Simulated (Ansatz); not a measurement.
Cl$_{4}$Sn (SMILES [Cl][Sn]([Cl])([Cl])[Cl]), singlet, geometry from GFN2-xTB (such geometries of metal compounds can be far from the true shape) (all electrons, no relativity); BHLYP/STO-3G (Ansatz, a quantum-chemistry and plane-wave program).

The Ansatz input:
Ansatz 0.2 input:
```yaml
crystal:
  periodic: [false, false, false]
  atoms:
    - {symbol: Cl, position_ang: [-1.80032643, -0.84416493, -1.18851803]}
    - {symbol: Sn, position_ang: [0.00000000, 0.00000000, -0.00000000]}
    - {symbol: Cl, position_ang: [-0.31676548, 2.26357933, 0.37713794]}
    - {symbol: Cl, position_ang: [1.94528107, -0.31513236, -1.21775939]}
    - {symbol: Cl, position_ang: [0.17181084, -1.10428204, 2.02913947]}
basis:
  gaussian:
    orbitals: STO-3G
hamiltonian:
  xc: {name: BHLYP}
accuracy: high
```

What the program printed (banner, timings and long lists left out):

```
Functional definition: BHLYP
1254 factors; integrals over basis functions are off by at most 1.1e-8 eV
mean field evaluation 1: about -211881.1576 eV, gradient 2.4e1 eV
mean field evaluation 2: about -211883.9865 eV, gradient 1.1e1 eV
mean field evaluation 4: about -211884.6755 eV, gradient 2.7e-1 eV
mean field evaluation 8: about -211884.7183 eV, gradient 1.5e-3 eV
mean field evaluation 16: about -211884.7183 eV, gradient 2.7e-8 eV
mean field -211884.71831794 eV, -7786.6197775638 hartree, gradient 2.7e-8 eV, S^2 0.000000; 0 other end points of the search recorded, 0 dependent functions left out
reference -211884.71834239 eV, -7786.6197784623 hartree; 59, 59 occupied and 4, 4 virtual orbitals, 1254 factors
Total energy: -211884.71834239 eV, -7786.6197784623 hartree
```
